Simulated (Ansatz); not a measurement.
Steps of a relaxation of ClH4SiSn (`[SiH3][SnH][Cl]`) radical with UKS PBE-D4/def2-SVP.

```sh
$ ansatz run in.yaml --threads 4 --pin off --events-out ev --progress --plain --max-ram 10444MiB
```

```yaml
crystal:
  periodic: [false, false, false]
  atoms:
    - {symbol: Si, position_ang: [-0.894600, 0.399200, -0.355600]}
    - {symbol: Sn, position_ang: [0.920000, -1.137600, 0.217600]}
    - {symbol: Cl, position_ang: [2.951200, -0.157000, -0.385100]}
    - {symbol: H, position_ang: [-2.157200, -0.150700, -0.002100]}
    - {symbol: H, position_ang: [-0.919300, 0.704600, -1.830800]}
    - {symbol: H, position_ang: [-0.764600, 1.721100, 0.366000]}
    - {symbol: H, position_ang: [0.925700, -1.447700, 1.944400]}
basis:
  gaussian: {orbitals: def2-SVP}
magnetization: {spin_polarized: true, initial_magnetization: 1}
hamiltonian: {xc: pbe, dispersion: d4}
relax: {f_tol: 0.03, max_steps: 200}
```

Positions (Å) and forces (eV/Å) along the path, 7 of 7 steps:

```xyz
7
step=1 energy=-26280.9610 eV
Si   -0.895    0.399   -0.356    0.218    1.983   -0.892
Sn    0.920   -1.138    0.218    0.236   -1.544    0.529
Cl    2.951   -0.157   -0.385    0.724    0.404   -0.129
H    -2.157   -0.151   -0.002   -1.454   -0.792    0.461
H    -0.919    0.705   -1.831    0.070   -0.071    0.016
H    -0.765    1.721    0.366    0.052   -0.028    0.013
H     0.926   -1.448    1.944    0.154    0.049    0.003
7
step=2 energy=-26281.2021 eV
Si   -0.964    0.494   -0.402    0.450    0.165   -0.044
Sn    0.916   -1.267    0.241    0.060    0.152   -0.030
Cl    2.999   -0.191   -0.310   -0.043   -0.016   -0.029
H    -2.229   -0.168   -0.013   -0.449   -0.154    0.094
H    -0.953    0.752   -1.885    0.035   -0.054    0.064
H    -0.819    1.801    0.342    0.021   -0.093   -0.027
H     1.112   -1.490    1.981   -0.073   -0.001   -0.027
7
step=3 energy=-26281.2165 eV
Si   -0.965    0.475   -0.381    0.087    0.031   -0.058
Sn    0.939   -1.239    0.225   -0.013   -0.020    0.040
Cl    3.019   -0.172   -0.341   -0.054    0.009    0.013
H    -2.282   -0.150   -0.014   -0.030   -0.019    0.012
H    -0.914    0.714   -1.864   -0.019    0.017    0.025
H    -0.794    1.776    0.361    0.001   -0.017   -0.013
H     1.058   -1.472    1.969    0.028   -0.001   -0.017
7
step=4 energy=-26281.2186 eV
Si   -0.956    0.476   -0.387   -0.001   -0.011   -0.004
Sn    0.929   -1.249    0.235   -0.006   -0.018   -0.001
Cl    2.992   -0.159   -0.341   -0.008    0.015    0.002
H    -2.273   -0.152   -0.015   -0.006    0.015   -0.005
H    -0.916    0.721   -1.869    0.003    0.001    0.005
H    -0.784    1.775    0.356    0.007   -0.004   -0.001
H     1.068   -1.481    1.975    0.011    0.002    0.004
7
step=5 energy=-26281.2192 eV
Si   -0.953    0.474   -0.388   -0.038   -0.025    0.012
Sn    0.926   -1.255    0.237   -0.001   -0.014    0.000
Cl    2.978   -0.148   -0.341    0.002    0.013   -0.002
H    -2.276   -0.146   -0.017    0.014    0.023   -0.010
H    -0.912    0.719   -1.869    0.009   -0.001   -0.004
H    -0.775    1.771    0.355    0.010    0.003    0.003
H     1.073   -1.484    1.977    0.005    0.001    0.001
7
step=6 energy=-26281.2200 eV
Si   -0.952    0.467   -0.388   -0.053   -0.024    0.023
Sn    0.921   -1.267    0.243    0.005    0.000   -0.004
Cl    2.950   -0.120   -0.345    0.003    0.003   -0.002
H    -2.288   -0.129   -0.023    0.028    0.019   -0.011
H    -0.900    0.711   -1.869    0.011   -0.003   -0.009
H    -0.754    1.761    0.354    0.007    0.004    0.003
H     1.083   -1.491    1.982   -0.001    0.000    0.001
7
step=7 energy=-26281.2202 eV
Si   -0.957    0.463   -0.385    0.019   -0.004   -0.003
Sn    0.919   -1.269    0.244    0.001   -0.009    0.004
Cl    2.938   -0.108   -0.351   -0.002    0.002    0.000
H    -2.297   -0.120   -0.028   -0.005    0.005   -0.002
H    -0.885    0.703   -1.866   -0.008    0.002    0.000
H    -0.745    1.757    0.356   -0.007    0.003    0.001
H     1.088   -1.495    1.983    0.001    0.001   -0.001
```

Run time 8.5 s (4 threads of an Arm Neoverse V2 on a shared host); peak host memory 0.15 GiB.
